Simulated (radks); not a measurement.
All-electron atom: Co5+ in [Ar] 3d4 (the NIST ground configuration). Method: Dirac Kohn-Sham, relativistic LDA (MacDonald-Vosko exchange, VWN5 correlation), spin-unpolarised, spherical densities, finite nucleus; open shells fill j = l - 1/2 first; Fermi nuclear charge, rms radius 3.7875 fm; computed with a radial shooting solver on a logarithmic mesh with Libxc functionals.

Unscreened Slater integrals over Kohn-Sham orbitals (hartree). Large and small components are both included. Empty in this configuration: 3d5/2.

integral           value
F0(3d3/2,3d3/2)   1.1055
F2(3d3/2,3d3/2)  0.53137
F0(3d3/2,3p3/2)   1.1255
F2(3d3/2,3p3/2)  0.54412
G1(3d3/2,3p3/2)  0.66332
G3(3d3/2,3p3/2)  0.41022
F0(3d3/2,3p1/2)   1.1314
G1(3d3/2,3p1/2)  0.66897
F0(3d3/2,3s1/2)   1.1444
G2(3d3/2,3s1/2)  0.51077
F0(3d3/2,3d5/2)   1.1038
F2(3d3/2,3d5/2)  0.53066
G2(3d3/2,3d5/2)  0.53012
G4(3d3/2,3d5/2)  0.33397
F0(3p3/2,3p3/2)   1.1560
F2(3p3/2,3p3/2)  0.58116
F0(3p3/2,3p1/2)   1.1620
G2(3p3/2,3p1/2)  0.58353
F0(3p3/2,3s1/2)   1.1747
G1(3p3/2,3s1/2)  0.77920
F0(3p3/2,3d5/2)   1.1238
F2(3p3/2,3d5/2)  0.54355
G1(3p3/2,3d5/2)  0.66316
G3(3p3/2,3d5/2)  0.41009
F0(3p1/2,3p1/2)   1.1681
F0(3p1/2,3s1/2)   1.1809
G1(3p1/2,3s1/2)  0.78215
F0(3p1/2,3d5/2)   1.1296
G3(3p1/2,3d5/2)  0.41264
F0(3s1/2,3s1/2)   1.1953
F0(3s1/2,3d5/2)   1.1426
G2(3s1/2,3d5/2)  0.51042
F0(3d5/2,3d5/2)   1.1020
F2(3d5/2,3d5/2)  0.52995
F4(3d5/2,3d5/2)  0.33387
